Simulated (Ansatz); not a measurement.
One change: `N=CBO` becomes `OB/C=[N]/[GeH3]`.

Ansatz, PBE0-D4/def2-TZVP geometries, multiplicity 1. Each molecule was computed in one conformer, which needn't be the lowest.

Scalar relativity is left out up to krypton.

| property | `N=CBO` |
| --- | --- |
| LUMO energy (PBE0/def2-TZVPP) / eV | -1.88 |
| LUMO energy (PBE/def2-TZVPP) / eV | -2.93 |
| HOMO–LUMO gap (PBE/def2-TZVPP) / eV | 3.55 |
| size of the dipole moment (PBE/def2-TZVPP) / D | 2.34 |
| HOMO–LUMO gap (B3LYP/def2-TZVPP) / eV | 5.64 |
| HOMO energy (PBE0/def2-TZVPP) / eV | -7.97 |

Task: What does the change do to each property? (Best estimate.)

Result: Ansatz gave: 
```json
{"property": "LUMO energy (PBE0/def2-TZVPP) / eV", "`OB/C=[N]/[GeH3]`": "-1.74", "shift": "0.14"}
{"property": "LUMO energy (PBE/def2-TZVPP) / eV", "`OB/C=[N]/[GeH3]`": "-2.78", "shift": "0.15"}
{"property": "HOMO–LUMO gap (PBE/def2-TZVPP) / eV", "`OB/C=[N]/[GeH3]`": "2.63", "shift": "-0.92"}
{"property": "size of the dipole moment (PBE/def2-TZVPP) / D", "`OB/C=[N]/[GeH3]`": "1.58", "shift": "-0.76"}
{"property": "HOMO–LUMO gap (B3LYP/def2-TZVPP) / eV", "`OB/C=[N]/[GeH3]`": "4.59", "shift": "-1.05"}
{"property": "HOMO energy (PBE0/def2-TZVPP) / eV", "`OB/C=[N]/[GeH3]`": "-6.75", "shift": "1.22"}
```

With PBE0 the HOMO rises by 1.22 eV and the LUMO rises by 0.14 eV, so the gap narrows by about 1.08 eV. PBE moves the HOMO by 1.07 eV and ωB97M-V by 1.30 eV. Dipoles are sizes alone; their direction can turn.

B3LYP here is the variant with VWN-RPA as its local correlation; programs differ in this.
